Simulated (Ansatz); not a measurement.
Basis-set extrapolation for CH3KO, SMILES `C[O][K]` (PBE0-D4/def2-TZVP geometry, frozen core, Ansatz 0.2.0). Multiplicity 1, RHF reference. For K the program correlates outer-core shells too, which these sets cover unevenly, so the extrapolated numbers aren't a true limit.

|  | def2-TZVPP | def2-QZVPP |
| --- | --- | --- |
| HF | -713.673351 | -713.692646 |
| MP2 correlation | -0.593678 | -0.677530 |
| CCSD(T) correlation | -0.635199 | not run |

Energies in hartree. Use E(X) = E(∞) + A·exp(−7.88·√X) for Hartree–Fock and E(X) = E(∞) + B·X^(−2.97) for correlation, with X = 3 and 4, and add CCSD(T) minus MP2 of the smaller set to the MP2 limit.

**Question.** What is the CCSD(T) energy at the basis-set limit?

**Answer.** HF limit: -713.692646 + (-0.019295) × 0.13774 = -713.69530. MP2 limit: -0.677530 + (-0.083852) × 0.74074 = -0.73964. Higher-order term: -0.635199 − (-0.593678) = -0.04152. Total: -714.47646 hartree, 105.4 kcal/mol below CCSD(T)/def2-TZVPP.
